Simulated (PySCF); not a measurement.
EPR parameters of C6H9FN

C6H9FN (doublet state).
Z-matrix (Å and degrees, GFN2-xTB geometry), rows numbered from 1:
```
C 
C   1  1.5089
N   2  1.4237  1  113.44
C   2  1.5001  1  119.57  3  -151.98
F   4  1.3688  2  121.25  1   142.97
C   4  1.4448  2   62.67  1  -106.34
C   6  1.4836  2  134.06  4  -134.44
C   6  1.4882  2  136.75  4   133.26
H   1  1.0881  2  109.87  3   -53.40
H   1  1.0891  2  110.18  3    66.25
H   1  1.0855  2  110.08  3  -173.88
H   3  1.0117  2  112.80  1   -42.58
H   3  1.0128  2  112.31  1  -167.96
H   7  1.0807  6  117.77  8  -108.38
H   7  1.0800  6  118.06  8   108.24
H   8  1.0805  6  117.34  7  -108.26
H   8  1.0803  6  118.34  7   108.42
```

The hyperfine couplings belong to this conformer and change with its torsions.

Identity: `C[C@]1(N)[C](F)C12CC2` [radical].

Computed, not measured: UKS B3LYP, pcH-1 on C F H N, non-relativistic, mean-field spin-orbit, GIAO in PySCF 2.14.0. The structure is a single GFN2-xTB conformer in the gas phase; no vibrational or solvent corrections. A GFN2-xTB geometry isn't a minimum of the functional, and hyperfine couplings can be far from their values at a DFT geometry. No stability test was run, so a lower SCF solution isn't excluded.

```json
{"g1, g2, g3": "2.00207, 2.00449, 2.00525", "g_iso": "2.00394", "Form of g": "rhombic: the two nearest values differ by 24 % of g3 − g1", "⟨S²⟩": "0.7530 (exact 0.7500)"}
```

Isotropic coupling and dipolar principal values T1 to T3, in mT (MHz turned into mT with g_iso):

```
atom  isotope  a_iso     T1     T2     T3  Mulliken spin population
  C1      13C   0.37  -0.06  -0.05   0.11                      0.00
  C2      13C  -0.03  -0.39  -0.29   0.69                      0.04
  N3      14N   0.06  -0.12  -0.11   0.23                      0.05
  C4      13C  13.17  -2.28  -2.16   4.44                      0.74
  F5      19F   7.17  -6.92  -6.11  13.03                      0.05
  C6      13C  -0.56  -0.46  -0.24   0.70                      0.04
  C7      13C   0.84  -0.19  -0.17   0.36                      0.04
  C8      13C   0.02  -0.08  -0.06   0.15                      0.01
  H9       1H  -0.10  -0.07  -0.06   0.13                      0.00
 H10       1H   0.26  -0.08  -0.07   0.16                      0.01
 H11       1H   0.04  -0.13  -0.09   0.22                      0.00
 H12       1H   0.05  -0.17  -0.05   0.22                      0.00
 H13       1H  -0.08  -0.17   0.03   0.14                      0.00
 H14       1H   0.38  -0.15  -0.02   0.16                      0.01
 H15       1H  -0.10  -0.11  -0.08   0.19                      0.00
 H16       1H   0.75  -0.09  -0.02   0.12                      0.01
 H17       1H   0.00  -0.08  -0.06   0.14                      0.00
```

The largest Mulliken spin population is on C4 (+0.74). The angles at C4 add up to 304.3°, so it is pyramidal.

Axes: g3 points within 12° of the C4–F5 bond.

Under fast tumbling the dipolar parts average out, and these isotropic splittings remain: 1 × 19F (F5, I = 1/2, 2 lines) with 7.17 mT, 1 × 1H (H16, I = 1/2, 2 lines) with 0.75 mT, 1 × 1H (H14, I = 1/2, 2 lines) with 0.38 mT, 1 × 1H (H15, I = 1/2, 2 lines) with 0.10 mT, 3 × 1H (H9/H10/H11, I = 1/2, 4 lines) with 0.07 mT and 1 × 14N (N3, I = 1, 3 lines) with 0.06 mT.

Nuclei that the bonding pattern makes equivalent are averaged, as if the motion that swaps them (rotation, inversion, ring flip) were fast. The three 1H nuclei of mean +1.9 MHz run from -2.9 to 7.4 MHz in the frozen geometry.

The 13C coupling of C4 (369.5 MHz) shows only in satellite lines or after enrichment, since that isotope makes up about 1.07 % of natural carbon.

β density exceeds α density at some nuclei, such as C6 (-0.0139), spin density in bohr⁻³. In a single determinant that takes different orbitals for the two spins, that is spin polarisation.
